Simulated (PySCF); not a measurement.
A PySCF script (with the pyscf-properties extension) for the NMR shieldings of SMILES CO[C@@H](C)[C@H](C)B(N)N, C$_{5}$H$_{15}$BN$_{2}$O, on a GFN2-xTB geometry:

```python
import basis_set_exchange as bse
import numpy as np
from pyscf import gto, dft
from pyscf.prop import nmr

atoms = """
C    -2.345027    0.910514   -1.322924
O    -1.085096    0.774644   -0.727204
C    -0.938899   -0.353962    0.124997
C    -0.864698   -1.663859   -0.663527
C     0.326341   -0.160744    0.980057
C     0.178778    1.100392    1.840149
B     1.689853   -0.093779    0.121805
N     2.806746   -0.838687    0.539730
N     1.765372    0.728762   -1.004261
H    -2.525074    0.152739   -2.094988
H    -3.148309    0.849059   -0.576754
H    -2.363340    1.896552   -1.786832
H    -1.821835   -0.393878    0.791012
H    -0.703582   -2.490956    0.021791
H    -1.784861   -1.847083   -1.214639
H    -0.032661   -1.618904   -1.360697
H     0.360164   -1.018939    1.660928
H     1.060637    1.238679    2.460992
H     0.065559    1.970935    1.200802
H    -0.694733    1.030984    2.488425
H     2.808532   -1.419709    1.357082
H     3.698553   -0.801724    0.078477
H     0.955939    1.227864   -1.325860
H     2.579905    0.840863   -1.581004
"""
names = dict.fromkeys(["C", "O", "B", "N", "H"], "pcSseg-1")
basis = {el: gto.basis.parse(bse.get_basis(n, elements=[el], fmt="nwchem")) for el, n in names.items()}
mol = gto.M(atom=atoms, basis=basis, charge=0, verbose=0)
mf = dft.RKS(mol, xc="PBE0")
mf.grids.level = 2
mf.grids.alignment = dft.numint.BLKSIZE   # the property module wants whole blocks of grid points
mf.conv_tol = 1e-9
mf.kernel()

calc = nmr.RKS(mf)   # GIAO
C = mf.mo_coeff
Co = C[:, mf.mo_occ > 0]
resp = mf.gen_response(singlet=True, hermi=2)
def vind(x):   # induced exchange potential for any number of trial vectors
    d = np.einsum("pi,xij,qj->xpq", C, 2 * x.reshape(-1, C.shape[1], Co.shape[1]), Co, optimize=True)
    return np.einsum("xpq,pi,qj->xij", resp(d - d.transpose(0, 2, 1)), C, Co, optimize=True).ravel()
mo1, _ = nmr.rhf.solve_mo1(calc, with_cphf=vind)
sigma = calc.kernel(mo1)
for i, s in enumerate(sigma):   # ppm
    print("%2d %-2s %9.2f" % (i, mol.atom_pure_symbol(i), np.trace(s) / 3))
```

Task: What does it print?

Result: 
```
 0 C     128.27
 1 O     297.49
 2 C      99.62
 3 C     167.23
 4 C     151.25
 5 C     167.87
 6 B      72.45
 7 N     202.47
 8 N     200.95
 9 H      27.95
10 H      28.74
11 H      27.82
12 H      28.47
13 H      31.01
14 H      30.01
15 H      30.47
16 H      31.13
17 H      30.68
18 H      30.11
19 H      30.84
20 H      29.67
21 H      29.77
22 H      28.27
23 H      29.69
```

These numbers come from an equivalent density-fitted implementation of the same equations, which agrees with the script to about 0.01 ppm for H and up to a few tenths of a ppm for heavy atoms, so last digits may differ.

Size and cost of the density-fitted run: 228 basis functions, 95 s wall time on 1 thread of an Arm Neoverse N1, shared host; peak memory 1.1 GiB.
